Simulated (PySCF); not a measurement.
Vertical excitations of a molecule C2H8Ge2 from TDA-PBE/def2-SVPD in PySCF, as energy in eV (oscillator strength): 5.55 (0.000), 6.34 (0.345), 6.43 (0.000), 6.48 (0.002), 6.56 (0.000), 6.66 (0.000), 6.72 (0.000), 6.81 (0.000), 6.95 (0.290), 7.04 (0.000). Lowest triplet (TDA): 4.21 eV. Geometry: PBE0-D3(BJ)/def2-SVP. The values are those of a single conformer.

### Question
Which structure fits?
A. [GeH3]/[CH]=[CH]/[GeH3]
B. C=[CH][GeH2][GeH3]
C. [CH2]1[CH2][GeH2][GeH2]1
D. C=[C]([GeH3])[GeH3]

### Answer
A, [GeH3]/[CH]=[CH]/[GeH3]
